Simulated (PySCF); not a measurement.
## SMILES C1(B(C)C)=C[C@@H]2C=C[C@H]1C2, C$_{9}$H$_{13}$B

Geometry:
| atom | x (Å) | y (Å) | z (Å) |
| --- | --- | --- | --- |
| C1 | -2.273 | 0.990 | -1.140 |
| B2 | -1.558 | 0.243 | 0.052 |
| C3 | -2.369 | -0.100 | 1.357 |
| C4 | -0.066 | -0.149 | -0.100 |
| C5 | 0.752 | -0.646 | 0.854 |
| C6 | 2.157 | -0.783 | 0.274 |
| C7 | 2.650 | 0.639 | -0.024 |
| C8 | 1.866 | 1.128 | -0.990 |
| C9 | 0.846 | 0.040 | -1.336 |
| C10 | 1.756 | -1.197 | -1.163 |
| H11 | -3.292 | 1.340 | -0.922 |
| H12 | -2.332 | 0.302 | -2.004 |
| H13 | -1.673 | 1.846 | -1.495 |
| H14 | -2.765 | 0.832 | 1.799 |
| H15 | -3.265 | -0.688 | 1.085 |
| H16 | -1.822 | -0.649 | 2.137 |
| H17 | 0.487 | -0.876 | 1.889 |
| H18 | 2.851 | -1.429 | 0.827 |
| H19 | 3.449 | 1.145 | 0.520 |
| H20 | 1.881 | 2.129 | -1.421 |
| H21 | 0.326 | 0.160 | -2.294 |
| H22 | 2.610 | -1.216 | -1.857 |
| H23 | 1.205 | -2.149 | -1.204 |

Computed with quadratic response CAM-B3LYP/def2-SVPD first hyperpolarisability, Taylor convention, gas phase (PySCF). Geometry: PBE0-D3(BJ)/def2-SVP.

(1) Give the tensor of the second harmonic β(−2ω;ω,ω) at 1064 nm in the axes of these coordinates.

## Answers

(1) In au, Taylor convention; rows are the first index (the induced dipole):
|  | xx | yy | zz | xy | xz | yz |
| --- | --- | --- | --- | --- | --- | --- |
| x | +416.4 | +30.2 | -32.7 | -97.7 | -6.9 | +13.8 |
| y | -101.2 | -7.3 | +7.6 | +30.4 | +11.7 | -1.4 |
| z | +2.6 | -0.4 | -14.4 | +9.9 | -30.7 | +6.2 |

Norm of βᵢ = ⅓ Σⱼ (βᵢⱼⱼ + βⱼᵢⱼ + βⱼⱼᵢ): 427.5 au, hyper-Rayleigh value 184.0 au.
